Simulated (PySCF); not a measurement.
C3H9Cl3Si2: calculation and literature

Molfile (atoms numbered from 1):
```
C3H9Cl3Si2
     RDKit          3D

 17 16  0  0  0  0  0  0  0  0999 V2000
   -0.0660    1.9588    0.1378 C   0  0  0  0  0  0  0  0  0  0  0  0
   -0.2094    0.0869    0.0853 Si  0  0  0  0  0  4  0  0  0  0  0  0
   -1.5747   -0.4881   -1.0687 C   0  0  0  0  0  0  0  0  0  0  0  0
   -0.3776   -0.6559    1.8024 C   0  0  0  0  0  0  0  0  0  0  0  0
    1.7966   -0.7256   -0.7831 Si  0  0  0  0  0  4  0  0  0  0  0  0
    3.3916   -0.2299    0.4393 Cl  0  0  0  0  0  0  0  0  0  0  0  0
    2.1927    0.0371   -2.6653 Cl  0  0  0  0  0  0  0  0  0  0  0  0
    1.7510   -2.7884   -0.9435 Cl  0  0  0  0  0  0  0  0  0  0  0  0
    0.8075    2.2650    0.7336 H   0  0  0  0  0  0  0  0  0  0  0  0
   -0.9653    2.4067    0.5902 H   0  0  0  0  0  0  0  0  0  0  0  0
    0.0502    2.3703   -0.8765 H   0  0  0  0  0  0  0  0  0  0  0  0
   -1.4160   -0.0994   -2.0863 H   0  0  0  0  0  0  0  0  0  0  0  0
   -1.6000   -1.5874   -1.1228 H   0  0  0  0  0  0  0  0  0  0  0  0
   -2.5580   -0.1383   -0.7155 H   0  0  0  0  0  0  0  0  0  0  0  0
   -1.3350   -0.3635    2.2627 H   0  0  0  0  0  0  0  0  0  0  0  0
    0.4386   -0.3125    2.4563 H   0  0  0  0  0  0  0  0  0  0  0  0
   -0.3397   -1.7552    1.7569 H   0  0  0  0  0  0  0  0  0  0  0  0
  1  2  1  0
  2  3  1  0
  2  4  1  0
  2  5  1  0
  5  6  1  0
  5  7  1  0
  5  8  1  0
  1  9  1  0
  1 10  1  0
  1 11  1  0
  3 12  1  0
  3 13  1  0
  3 14  1  0
  4 15  1  0
  4 16  1  0
  4 17  1  0
M  END
```

Measured values that the calculation should reproduce: δ 29Si Si5 17.5; Si2 -7.2 ppm (measured; solution; U. Herzog, Habilitationsschrift, TU Bergakademie Freiberg, 2002/2003).

- coordinates at the PBE0-D3(BJ)/def2-SVP level
- NMR shieldings at PBE0/pcSseg-1/GIAO
- code: PySCF
- one averaged value for each set of equivalent atoms, single conformer, non-relativistic, no solvent

**Question.** How close does the calculation come?

**Answer.** 
Reference values: measured (solution; U. Herzog, Habilitationsschrift, TU Bergakademie Freiberg, 2002/2003).
```json
{"atoms": "Si5", "quantity": "δ 29Si vs TMS", "reference": "17.5", "computed": "52.1", "computed, scaled": "30.2"}
{"atoms": "Si2", "quantity": "δ 29Si vs TMS", "reference": "-7.2", "computed": "-6.9", "computed, scaled": "-19.1"}
```

Computed shifts are σ(ref) − σ with the named reference compound (TMS for H and C) calculated as an isolated molecule at the same level. The measured values may be among those fitted. Shieldings were converted by a linear fit to measured shifts: 29Si: δ = 280.74 − 0.836σ (rms 8.9 ppm, 83 shifts, 23.9 ppm with the 6 outliers that the fit left out vs TMS, solution or neat liquid). A few per cent of atoms miss by over 2 rms, more outside the fitted compound classes.

**Question.** How far are the unscaled 29Si shifts from the references?

**Answer.** Mean signed difference +17.45 ppm, mean absolute 17.45 ppm over 2 comparisons; the largest is +34.6 ppm at Si5 (silicon bonded to 3 Cl, Si).
